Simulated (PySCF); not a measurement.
Two species compared at the same levels of theory.

First species: C6H12OSSi.
Numbering: `[CH3:1][C:2](=[S:3])[C@H:4]([CH3:5])[C:6](=[O:7])[CH2:8][SiH3:9]` (hydrogens: H10, H11, H12 on C1; H13 on C4; H14, H15, H16 on C5; H17, H18 on C8; H19, H20, H21 on Si9)

Second species: C6H12OSSi.
Atom-mapped SMILES: `[CH2:1]=[C:2]1[C@@H:3]([CH2:4][CH3:5])[CH2:6][S:7][Si@H:8]1[OH:9]` (hydrogens: H10, H11 on C1; H12 on C3; H13, H14 on C4; H15, H16, H17 on C5; H18, H19 on C6; H20 on Si8; H21 on O9)

Cartesian coordinates in Å at the GFN2-xTB level; atoms count from 1:
```
atom  x, y, z in Å
C1    -1.6897    0.2349   -1.3316
C2    -0.9884   -0.1793   -0.2867
C3     0.3935   -0.7651   -0.4101
C4     1.4643    0.3049   -0.1445
C5     1.4481    1.4271   -1.1728
C6     0.5251   -1.9087    0.5943
S7    -0.0033   -1.3859    2.2660
Si8   -1.6138   -0.1885    1.4961
O9    -1.7447    1.2364    2.2590
H10   -2.6750    0.6539   -1.2159
H11   -1.3099    0.1812   -2.3412
H12    0.5469   -1.1709   -1.4169
H13    1.3092    0.7200    0.8543
H14    2.4448   -0.1776   -0.1524
H15    2.2175    2.1598   -0.9406
H16    0.4834    1.9298   -1.1814
H17    1.6404    1.0346   -2.1693
H18    1.5548   -2.2497    0.6880
H19   -0.1031   -2.7524    0.3066
H20   -2.9198   -0.7912    1.6886
H21   -0.9893    1.7035    2.6101
```

Levels: PBE0/pcSseg-1 for HOMO energy, LUMO energy and HOMO–LUMO gap. Geometries: GFN2-xTB. Each structure is a single optimised conformer of the isolated species, non-relativistic unless stated. Electronic properties by PySCF.

Dipoles, sizes and rotational constants follow the conformer. The torsions of the flexible species, by atom-mapped SMILES:
- `[CH3:1][C:2](=[S:3])[C@H:4]([CH3:5])[C:6](=[O:7])[CH2:8][SiH3:9]`: C1–C2–C4–C5 38°, C2–C4–C6–O7 85°, C4–C6–C8–Si9 -86°

The conformers of `C=C1[C@@H](CC)CS[Si@H]1O` aren't listed.

Values for the first species:

```
HOMO energy   : -6.45 eV
LUMO energy   : -2.29 eV
HOMO–LUMO gap : 4.16 eV
```

Question: Estimate the same properties for the second species, and the change in each.

Answer: 
```json
{"property": "HOMO energy", "first": "-6.45 eV", "second": "-6.81 eV", "second less first": "-0.36 eV"}
{"property": "LUMO energy", "first": "-2.29 eV", "second": "-0.67 eV", "second less first": "+1.62 eV"}
{"property": "HOMO–LUMO gap", "first": "4.16 eV", "second": "6.14 eV", "second less first": "+1.98 eV"}
```

